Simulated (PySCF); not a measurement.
PySCF input file for Cl2H2OSSi, SMILES O[Si](S)(Cl)Cl, PBE0-D3(BJ)/def2-SVP. Coordinates come from a PBE0-D3(BJ)/def2-SVP optimisation. The structure was generated by enumeration, and PubChem lists no compound with its InChIKey, so it may never have been made. One conformer was computed; it need not be the lowest.

```python
import numpy as np
from pyscf import gto, scf, dft, df
from pyscf.hessian import thermo

mol = gto.M(
    atom='''
    O     0.54746174   -1.40625744   -1.17184975
    Si    0.08024807   -0.19988093   -0.16068689
    S     1.65971231    1.18129071    0.04306717
    Cl   -1.64477890    0.63524705   -0.91428159
    Cl   -0.33850484   -0.88271615    1.72424397
    H    -0.14681078   -1.96423472   -1.53926713
    H     1.80407030    1.31895042   -1.29475391
    ''',
    basis='def2-SVP',
    charge=0,
    spin=0,
    max_memory=1600,
    verbose=3,
)
mf = dft.RKS(mol, xc='pbe0').density_fit(auxbasis='def2-universal-jkfit')
mf.disp = 'd3bj'
mf.grids.level = 3
mf.conv_tol = 1e-11
mf.max_cycle = 100
mf.kernel()

# [left out here: the lines that compute and print the analytic Hessian (its translational invariance restored by hand, since the grid's response is missing), thermochemistry and intensities]
```

Program output:

```
converged SCF energy = -1683.49837873449

WARN: DFTD3 does not support analytical Hessian, using finite difference


WARN: Mole.unit (angstrom) is changed to Bohr

Mode                                 0                   1                   2
Irrep
Freq [cm^-1]                      110.2285            136.9523            185.5933
Reduced mass [au]                   1.8628              6.1836              2.3577
Force const [Dyne/A]                0.0133              0.0683              0.0478
Char temp [K]                     158.5942            197.0438            267.0274
Normal mode                   x     y     z       x     y     z       x     y     z
       0   O                 0.05  0.07 -0.04   -0.06  0.01 -0.05   -0.05 -0.01  0.02
       1  Si                 0.01  0.02  0.00   -0.01  0.00 -0.03   -0.02 -0.01  0.03
       2   S                 0.04 -0.02 -0.01    0.01 -0.04  0.09   -0.05  0.03 -0.01
       3  Cl                -0.04 -0.05  0.03   -0.03 -0.03 -0.04    0.03  0.03 -0.06
       4  Cl                -0.04  0.02 -0.01    0.07  0.06  0.01    0.04 -0.04  0.04
       5   H                 0.05  0.14 -0.15   -0.12  0.19 -0.23   -0.10  0.23 -0.23
       6   H                 0.45 -0.52 -0.01    0.03  0.13  0.11    0.28 -0.46 -0.03
Mode                                 3                   4                   5
Irrep
Freq [cm^-1]                      222.1257            223.8813            263.2855
Reduced mass [au]                   2.5668              3.9143              7.2323
Force const [Dyne/A]                0.0746              0.1156              0.2954
Char temp [K]                     319.5894            322.1154            378.8093
Normal mode                   x     y     z       x     y     z       x     y     z
       0   O                 0.05 -0.06 -0.00   -0.02 -0.06 -0.06    0.09  0.10 -0.09
       1  Si                -0.01 -0.04 -0.06    0.05 -0.06 -0.02   -0.03 -0.04  0.02
       2   S                -0.06 -0.01  0.04   -0.04  0.04 -0.00   -0.04 -0.06 -0.03
       3  Cl                -0.00  0.05  0.03    0.06 -0.01  0.06    0.02  0.02 -0.01
       4  Cl                 0.04  0.04 -0.03   -0.04  0.04 -0.01    0.00  0.02  0.07
       5   H                 0.14 -0.34  0.26   -0.11  0.26 -0.38    0.20 -0.02 -0.09
       6   H                 0.30 -0.25  0.05   -0.03  0.04  0.00   -0.22  0.04 -0.04
Mode                                 6                   7                   8
Irrep
Freq [cm^-1]                      306.0573            449.1598            598.2600
Reduced mass [au]                   2.5532             14.8019              6.8960
Force const [Dyne/A]                0.1409              1.7594              1.4542
Char temp [K]                     440.3484            646.2409            860.7630
Normal mode                   x     y     z       x     y     z       x     y     z
       0   O                 0.11 -0.05  0.12    0.03 -0.06 -0.06   -0.01  0.00  0.01
       1  Si                -0.02  0.01 -0.01    0.02 -0.06 -0.04   -0.11  0.03 -0.08
       2   S                -0.00 -0.03 -0.01    0.06  0.06  0.01    0.03  0.02 -0.00
       3  Cl                -0.04  0.04  0.01   -0.07  0.04 -0.03    0.07 -0.03  0.03
       4  Cl                 0.01 -0.00 -0.03   -0.02 -0.02  0.07   -0.01 -0.02  0.04
       5   H                 0.12  0.32 -0.47    0.03 -0.07 -0.06    0.14 -0.07 -0.14
       6   H                -0.10  0.10 -0.01    0.12  0.10  0.02    0.20  0.17  0.03
Mode                                 9                  10                  11
Irrep
Freq [cm^-1]                      613.2537            754.5067            816.4446
Reduced mass [au]                  15.6435              1.2150              1.4232
Force const [Dyne/A]                3.4663              0.4075              0.5589
Char temp [K]                     882.3355           1085.5671           1174.6821
Normal mode                   x     y     z       x     y     z       x     y     z
       0   O                 0.01 -0.02  0.00    0.01 -0.04 -0.02   -0.09  0.05  0.05
       1  Si                 0.08  0.09 -0.08   -0.02  0.02 -0.04    0.05 -0.00 -0.01
       2   S                -0.05 -0.04 -0.01    0.03  0.02  0.03   -0.01 -0.00  0.00
       3  Cl                -0.01 -0.00  0.00    0.01 -0.01  0.01   -0.01 -0.00 -0.00
       4  Cl                -0.02 -0.03  0.06    0.00  0.00  0.01   -0.00 -0.00  0.00
       5   H                -0.12  0.10  0.07   -0.01 -0.02 -0.01    0.57 -0.42 -0.42
       6   H                 0.03  0.02  0.01   -0.69 -0.57 -0.12   -0.06 -0.06 -0.01
Mode                                12                  13                  14
Irrep
Freq [cm^-1]                      951.3496           2709.2099           3910.9428
Reduced mass [au]                   5.4569              1.0379              1.0668
Force const [Dyne/A]                2.9099              4.4886              9.6138
Char temp [K]                    1368.7803           3897.9498           5626.9759
Normal mode                   x     y     z       x     y     z       x     y     z
       0   O                -0.02  0.13  0.10    0.00  0.00  0.00   -0.04 -0.04 -0.02
       1  Si                 0.02 -0.09 -0.08   -0.00 -0.00  0.00   -0.00  0.00  0.00
       2   S                 0.01  0.01  0.00   -0.00 -0.00  0.03    0.00  0.00 -0.00
       3  Cl                -0.00  0.00  0.00    0.00  0.00 -0.00   -0.00  0.00  0.00
       4  Cl                -0.00 -0.00  0.01   -0.00  0.00 -0.00   -0.00  0.00  0.00
       5   H                -0.17  0.24  0.21    0.00  0.00 -0.00    0.68  0.57  0.38
       6   H                -0.07 -0.06 -0.01    0.11  0.11 -0.97   -0.00  0.00  0.00
temperature 298.1500 [K]
pressure 101325.00 [Pa]
Rotational constants [GHz] 1.83475 1.72667 1.26865
Symmetry number 1
Zero-point energy (ZPE) 0.02791 [Eh]   73278.754 [J/mol]
                           tot       elec      trans        rot        vib
Entropy [J/mol/K]       364.796      0.000    171.159    120.379     73.258
Cv [J/mol/K]             99.922      0.000     12.472     12.472     74.979
Cp [J/mol/K]            108.237      0.000     20.786     12.472     74.979
Internal energy [J/mol]                      3718.434   3718.434  85582.115
Internal energy [Eh]   -1683.46295  -1683.49838
Enthalpy [J/mol]                             6197.391   3718.434  85582.115
Enthalpy [Eh]          -1683.46201
Gibbs free energy [J/mol]                  -44833.519 -32172.632  63740.190
Gibbs free energy [Eh] -1683.50343
static polarisability / bohr^3: [[56.696  5.912  1.112]
 [ 5.913 48.943 -4.508]
 [ 1.113 -4.509 54.597]]
largest difference of analytic and finite-field dipole derivatives / e: 0.0006462291170821199
mode   freq/cm-1   IR/(km/mol)   Raman/(A^4/amu)   depolarisation
   1      110.23         8.266             6.357            0.746
   2      136.95        13.285             2.046            0.729
   3      185.59         2.044             1.218            0.750
   4      222.13        33.249             3.313            0.702
   5      223.88        15.213             2.414            0.619
   6      263.29        19.374             2.929            0.741
   7      306.06        77.448             1.740            0.723
   8      449.16        11.313            13.316            0.014
   9      598.26       175.079             2.551            0.728
  10      613.25       183.686             1.799            0.741
  11      754.51        21.238             7.958            0.750
  12      816.44       264.800             2.057            0.281
  13      951.35        93.030             2.867            0.228
  14     2709.21         1.862           134.760            0.293
  15     3910.94       137.027           110.961            0.303
max |gradient| / (hartree/bohr): 3.93736878737017e-05
APT charges: [-0.9101  2.0305 -0.4046 -0.5765 -0.5446  0.3325  0.0729]
```

Self-consistency was reached.
